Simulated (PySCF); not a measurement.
Isomers of C4H12Si3, one GFN2-xTB conformer each. Single-point energies are computed at PBE0/pcSseg-1 (PySCF, gas phase, no added dispersion term), electronic only.

| SMILES | GFN2-xTB relative energy (kcal/mol) |
| --- | --- |
| C#C[SiH2][SiH2][C@@H](C)[SiH3] | 10.8 |
| C=C[Si@H]1[SiH2][C@H](C)[SiH2]1 | 12.0 |
| C[SiH2]C#C[SiH2]C[SiH3] | 0.0 |

Conformers: `[CH:1]#[C:2][SiH2:3][SiH2:4][C@@H:5]([CH3:6])[SiH3:7]` with C2–Si3–Si4–C5 65°, Si3–Si4–C5–C6 -62°; `[CH2:1]=[CH:2][Si@H:3]1[SiH2:4][C@H:5]([CH3:6])[SiH2:7]1` with C1–C2–Si3–Si4 -27°; `[CH3:1][SiH2:2][C:3]#[C:4][SiH2:5][CH2:6][SiH3:7]` with C4–Si5–C6–Si7 177°.

Problem. What does PBE0/pcSseg-1 give for the same structures?

Solution. 
```csv
SMILES,PBE0/pcSseg-1 E (Eh),PBE0/pcSseg-1 (kcal/mol),GFN2-xTB (kcal/mol),point group
C=C[Si@H]1[SiH2][C@H](C)[SiH2]1,-1027.46977,0.0,12.0,C1
C[SiH2]C#C[SiH2]C[SiH3],-1027.46971,0.0,0.0,near Cs
C#C[SiH2][SiH2][C@@H](C)[SiH3],-1027.43447,22.1,10.8,C1
```

GFN2-xTB puts C[SiH2]C#C[SiH2]C[SiH3] lowest instead; measured from each level's own lowest isomer, the values differ by up to 12.0 kcal/mol (C=C[Si@H]1[SiH2][C@H](C)[SiH2]1: 12.0 against 0.0). As drawn, the lowest has a four-membered ring and a C=C bond outside aromatic rings, which the highest lacks; the highest has a C≡C bond, which the lowest lacks. Neighbours under 2.5 kcal/mol apart (C=C[Si@H]1[SiH2][C@H](C)[SiH2]1 and C[SiH2]C#C[SiH2]C[SiH3]) can change places with a better method, another conformer or zero-point energy.

Problem. Which frontier levels, dipoles and rotational constants go with these structures?

Solution. 
| SMILES | HOMO (eV, PBE0/pcSseg-1) | LUMO (eV) | dipole (D) | A, B, C (MHz) |
| --- | --- | --- | --- | --- |
| C=C[Si@H]1[SiH2][C@H](C)[SiH2]1 | -7.12 | -0.89 | 0.51 | 2327, 972.2, 819.6 |
| C[SiH2]C#C[SiH2]C[SiH3] | -7.88 | -0.47 | 0.60 | 5953, 358.3, 343.5 |
| C#C[SiH2][SiH2][C@@H](C)[SiH3] | -7.87 | -0.38 | 1.00 | 1913, 820.0, 745.0 |
